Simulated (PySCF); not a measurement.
Positional isomers: propene chloro+silyl. All species are isolated molecules in the gas phase. One relaxed conformer stands for each flexible species; it need not be the lowest. Strings in code marks are SMILES.

The brightest of the four lowest singlets (TDA) from two functionals at the same geometries (CAM-B3LYP-D3(BJ)/def2-TZVP), both in PySCF: PBE-D3(BJ)/def2-TZVP and TPSSh-D3(BJ)/def2-TZVP. Excitations are Tamm–Dancoff values on a coarser integration grid. The basis has no diffuse functions, so Rydberg states are missing or too high.

| species | PBE-D3(BJ)/def2-TZVP (eV) | TPSSh-D3(BJ)/def2-TZVP (eV) |
|---|---|---|
| `C=C(Cl)C[SiH3]` (Cl–C–C–Si torsion 74°) | 6.40 | 6.77 |
| `C/C(Cl)=C\[SiH3]` | 5.88 | 6.24 |
| `C(/[SiH3])(C)=C/Cl` | 5.97 | 6.31 |
| `C(/C=C\Cl)[SiH3]` (Si–C–C–C torsion 96°) | 6.25 | 6.62 |

Over these rows, drawn at random from the members with no instability flagged (it was tested for open shells, ions and some series alone), PBE minus TPSSh-D3(BJ): mean -0.36 eV, from -0.37 eV to -0.34 eV.
